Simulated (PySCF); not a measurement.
BiCl3, SMILES [Cl][Bi]([Cl])[Cl].

Geometry optimised at B3LYP-D3(BJ)/def2-SVP. The isomer is the one that the SMILES or the coordinates give; other isomers of the formula were not compared. The def2 effective core potentials stand for the cores of Bi; spin–orbit coupling is left out.

These are PBE/def2-TZVPD (PySCF) values and carry that method's errors.

Gas-phase values at a fixed geometry.

| Property | Value |
|---|---|
| total energy | -1594.88989 hartree |
| point group | C3v |
| highest occupied level | -7.70 eV |
| lowest empty level | -3.47 eV |
| orbital gap | 4.23 eV |
| dipole moment | 3.75 D |
| quadrupole, principal values (traceless, Buckingham form, about the centre of nuclear charge) | -3.55, -3.55, 7.09 D·Å |
| mean static polarisability | 95.0 bohr³ (14.08 Å³) |
| polarisability, principal values | 76.7, 104.2, 104.2 bohr³ |
